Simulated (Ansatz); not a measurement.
C$_{3}$H$_{10}$GaNO$_{2}$ (SMILES CC[O][Ga]([NH2])[O]C), singlet, at a GFN2-xTB geometry (such geometries of metal compounds can be far from the true shape); SC-NEVPT2/STO-3G, CASSCF(2,2) (Ansatz, a quantum-chemistry and plane-wave program).

Input for Ansatz:
Ansatz 0.2 input:
```yaml
crystal:
  periodic: [false, false, false]
  atoms:
    - {symbol: Ga, position_ang: [0.25953096, 0.21058801, 0.61606148]}
    - {symbol: O, position_ang: [-0.06283625, 1.75570372, -0.17050379]}
    - {symbol: C, position_ang: [-0.36728249, 2.23771641, -1.45947181]}
    - {symbol: H, position_ang: [-1.36948699, 2.67616932, -1.45157194]}
    - {symbol: H, position_ang: [0.35981925, 3.01126419, -1.72325296]}
    - {symbol: H, position_ang: [-0.33256309, 1.45403807, -2.22421522]}
    - {symbol: O, position_ang: [0.41533532, -1.40713939, -0.06709312]}
    - {symbol: C, position_ang: [0.03778497, -2.04259312, -1.26601575]}
    - {symbol: C, position_ang: [-1.42275497, -1.79678929, -1.62210084]}
    - {symbol: H, position_ang: [0.68275299, -1.71451918, -2.09167135]}
    - {symbol: H, position_ang: [0.20597528, -3.11578960, -1.10504512]}
    - {symbol: H, position_ang: [-1.59161631, -0.72449074, -1.74585621]}
    - {symbol: H, position_ang: [-1.68091552, -2.30988572, -2.54581820]}
    - {symbol: H, position_ang: [-2.06305531, -2.15638349, -0.81862613]}
    - {symbol: N, position_ang: [0.49549736, 0.33474496, 2.43844955]}
    - {symbol: H, position_ang: [0.87989074, 1.23231853, 2.71829715]}
    - {symbol: H, position_ang: [1.08877975, -0.40268313, 2.80701301]}
basis:
  gaussian:
    orbitals: STO-3G
magnetization: {spin_polarized: false}
correlation: {method: sc_nevpt2, electrons: all, active_space: {window: {electrons: 2, orbitals: 2}}}
```

Output, abridged:

```
Functional definition: HF
762 factors; integrals over basis functions are off by at most 4.3e-5 eV
mean field evaluation 1: about -60416.0051 eV, gradient 3.3e1 eV
mean field evaluation 2: about -60416.3492 eV, gradient 3.3e1 eV
mean field evaluation 4: about -60420.1874 eV, gradient 2.1e0 eV
mean field evaluation 8: about -60420.2135 eV, gradient 4.2e-2 eV
mean field -60420.20995750 eV, -2220.4017616489 hartree, gradient 2.4e-6 eV, S^2 0.000000; 0 other end points of the search recorded, 0 dependent functions left out
reference -60420.20995750 eV, -2220.4017616489 hartree; 41, 41 occupied and 17, 17 virtual orbitals, 762 factors
state -60420.70599923 eV, -2220.4199908462 hartree
state -60420.70599923 eV, -2220.4199908462 hartree; corrected -60429.48202739 eV, -2220.7425039324 hartree
state -60420.49228556 eV, -2220.4121370139 hartree
state -60420.49228556 eV, -2220.4121370139 hartree; corrected -60429.35799700 eV, -2220.7379458997 hartree
state -60420.70599923 eV, -2220.4199908462 hartree; corrected -60429.48202739 eV, -2220.7425039324 hartree
2 active orbitals were swapped for others, from the solution at -60420.49211524 eV, -2220.4121307547 hartree to that at -60420.70596826 eV, -2220.4199897083 hartree; typed "places" are swapped only where nearly empty or full, and so, without "given_window_search", are "orbital_numbers", "shells" and a window whose orbitals a file names under [Active]
Total energy: -60429.48202739 eV, -2220.7425039324 hartree
```
